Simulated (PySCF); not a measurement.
Members of the series Al-XY, Y = hydroxy; each row names its spin state. Gas-phase values, no solvent. One relaxed conformer stands for each flexible species; it need not be the lowest. Strings in code marks are SMILES.

All values below come from PySCF with PBE0-D3(BJ)/def2-TZVPD. 

```tsv
species	HOMO (eV)
X = silyl, multiplicity 1 (`[OH][Al-][SiH3]` (lower singlet; H–O–Al–Si torsion 0°))	-0.23
X = cyano, multiplicity 1 (`N#[C][Al-][OH]` (lower singlet))	-0.65
X = mercapto, multiplicity 1 (`[OH][Al-][SH]` (lower singlet; H–O–Al–S torsion 0°, O–Al–S–H torsion 0°))	-0.40
X = formyl, multiplicity 1 (`[Al-]([CH]=O)[OH]` (lower singlet; O–C–Al–O torsion 0°, C–Al–O–H torsion 0°))	-0.03
X = isocyano, multiplicity 1 (`[C-]#[N+][Al-][OH]` (lower singlet))	-0.70
```
